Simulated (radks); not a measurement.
Coulomb parameter of the 4f shell of the thulium ion Tm+ in the model configuration [Xe] 4f12.5 6s1.5, as a second difference U = [E(n + 0.25) + E(n - 0.25) - 2 E(n)] / (0.25)^2 with all orbitals relaxed. "Bare": the charge of the atom changes with n. "Screened": the 6s shell takes up the change at fixed total charge, which measures U(4f,4f) + U(6s,6s) - 2 U(4f,6s). Method: scalar-relativistic Kohn-Sham, PBE, spin-unpolarised, spherical densities, point nucleus; computed with a radial shooting solver on a logarithmic mesh with Libxc functionals.

case                  configuration  E - E(n) (eV)
start             [Xe] 4f12.5 6s1.5          0.000
bare +0.25       [Xe] 4f12.75 6s1.5         -2.975
bare -0.25       [Xe] 4f12.25 6s1.5          3.988
screened +0.25  [Xe] 4f12.75 6s1.25         -0.760
screened -0.25  [Xe] 4f12.25 6s1.75          1.200

U(bare) = 16.218 eV, U(screened by 6s) = 7.041 eV, against the Slater integral F0(4f,4f) = 33.040 eV with frozen orbitals.
